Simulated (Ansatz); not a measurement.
Reaction (ligand exchange at the Si–C bond): `C[SiH2]O` + `O[Si](O)(O)O` → `O[SiH2]O[Si](O)(O)O` + CH₄

Gas-phase electronic energies from Ansatz, PBE0-D4/def2-TZVP geometries. CCSD(T)/CBS adds triple-zeta CCSD(T) − MP2 to the extrapolated MP2 energy (def2 sets, frozen cores). This one scheme is used for every species. DFT in def2-TZVPP. B3LYP here is the variant with VWN-RPA as its local correlation; programs differ in this. One conformer a species, not always the lowest.

`C[SiH2]O`:

Z-matrix (Å, degrees):
```
C
Si 1 1.863
H 1 1.093 2 111.0
H 1 1.094 2 110.2 3 119.8
H 1 1.093 2 111.5 3 -120.7
O 2 1.652 1 112.6 3 57.7
H 2 1.492 1 108.9 3 -179.5
H 2 1.483 1 110.6 3 -59.4
H 6 0.957 2 117.7 1 68.6
```

`O[Si](O)(O)O`:

Z-matrix (Å, degrees):
```
Si
O 1 1.631
O 1 1.631 2 106.4
O 1 1.631 2 106.4 3 -124.1
O 1 1.631 2 115.9 3 118.0
H 2 0.958 1 116.6 3 -36.8
H 3 0.958 1 116.6 2 160.8
H 4 0.958 1 116.6 2 36.8
H 5 0.958 1 116.6 2 81.2
```

`O[SiH2]O[Si](O)(O)O`:

Cartesian coordinates in Å:
```
O -0.713 -1.789 1.584
Si -0.417 -1.956 -0.015
O -0.361 -0.482 -0.745
Si 0.224 0.979 -0.363
O 1.600 1.384 -1.127
O 0.575 0.874 1.237
O -0.870 2.127 -0.740
H -0.222 -1.077 2.008
H 0.879 -2.633 -0.270
H -1.543 -2.722 -0.589
H 1.515 1.813 -1.980
H 1.127 1.566 1.606
H -1.794 1.916 -0.606
```

CH₄:

Z-matrix (Å, degrees):
```
C
H 1 1.090
H 1 1.090 2 109.5
H 1 1.090 2 109.5 3 -120.0
H 1 1.090 2 109.5 3 120.0
```

Task: Is it downhill or uphill in electronic energy at CCSD(T)/CBS, and by how much? (Best estimate.)

Result: Ansatz gave: Downhill: ΔE = -137.2 kJ/mol.

Task: What do these levels give: PBE-D4, ωB97X-V, ωB97M-V, B2PLYP, PBE, PBE0, B3LYP, HF/def2-TZVPP, HF/def2-QZVPP, SCS-MP2/def2-QZVPP, HF/CBS(def2), CCSD/CBS(def2)? (Best estimate.)

Result: Computed: PBE-D4 -125.1, ωB97X-V -135.8, ωB97M-V -136.1, B2PLYP -137.6, PBE -120.0, PBE0 -124.8, B3LYP -133.7, HF/def2-TZVPP -147.1, HF/def2-QZVPP -148.7, SCS-MP2/def2-QZVPP -140.5, HF/CBS(def2) -148.9, CCSD/CBS(def2) -137.7 kJ/mol.

Largest T1 diagnostic among the species: 0.012.

From PBE to PBE0 (25 % exact exchange), in def2-TZVPP and without D4, ΔE moves by −4.7 kJ/mol. The D4 term adds −7.9 kJ/mol with B3LYP and −4.7 kJ/mol with PBE0; it sums over pairs of atoms, weighted by their polarisabilities, and B3LYP, whose exchange is more repulsive, gets the larger term.
